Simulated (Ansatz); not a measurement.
Isolated molecules relaxed with PBE0-D4/def2-TZVP in Ansatz; ΔE leaves out vibrations. CCSD(T)/CBS adds triple-zeta CCSD(T) − MP2 to the extrapolated MP2 energy (def2 sets, frozen cores). Functionals use def2-TZVPP. Each species was taken in one conformer, which may not be the lowest.

Reaction (redistribution): `C#CB(O)F` + `C[SiH](Cl)CF` → `OB(F)CF` + `C#C[SiH](C)Cl`

(1) Is it downhill or uphill in electronic energy at CCSD(T)/CBS, and by how much? (Best estimate.)

(2) What do these levels give: PBE0-D4, PBE, PBE0, CCSD/def2-TZVPP, HF/CBS(def2), MP2/CBS(def2)? (An estimate is asked.)

Largest T1 diagnostic among the species: 0.014.

## Answers

(1) Ansatz gave: Downhill: ΔE = -17.6 kJ/mol.

(2) Computed: PBE0-D4 -14.8, PBE -11.8, PBE0 -14.8, CCSD/def2-TZVPP -18.5, HF/CBS(def2) -18.9, MP2/CBS(def2) -19.4 kJ/mol.
